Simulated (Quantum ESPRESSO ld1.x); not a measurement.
Xe+, configuration [Kr] 4d10 5s2 5p5 (the NIST ground configuration). Method: scalar-relativistic Kohn-Sham, LDA (Slater exchange, VWN5 correlation), spin-polarised, spherical densities, point nucleus; open shells are filled with parallel spins first; computed with ld1.x of Quantum ESPRESSO 7.5.

Unscreened Slater integrals over Kohn-Sham orbitals (hartree). They are taken over the spin-up orbitals. Empty in this configuration: 4f, 6s.

| integral | value |
|---|---|
| F0(4f,4f) | 0.057155 |
| F2(4f,4f) | 0.029498 |
| F4(4f,4f) | 0.019152 |
| F6(4f,4f) | 0.013994 |
| F0(4f,6s) | 0.074337 |
| G3(4f,6s) | 0.0056416 |
| F0(4f,5p) | 0.075587 |
| F2(4f,5p) | 0.0048479 |
| G2(4f,5p) | 0.0011082 |
| G4(4f,5p) | 0.00071175 |
| F0(4f,5s) | 0.075690 |
| G3(4f,5s) | 0.00057133 |
| F0(6s,6s) | 0.18871 |
| F0(6s,5p) | 0.23273 |
| G1(6s,5p) | 0.022071 |
| F0(6s,5s) | 0.23778 |
| G0(6s,5s) | 0.011547 |
| F0(5p,5p) | 0.41366 |
| F2(5p,5p) | 0.22157 |
| F0(5p,5s) | 0.44795 |
| G1(5p,5s) | 0.29490 |
| F0(5s,5s) | 0.49490 |

Derived for the open shells (J is the average intra-shell exchange parameter used in DFT+U). 5p: J = F2/5 = 0.04431 hartree.
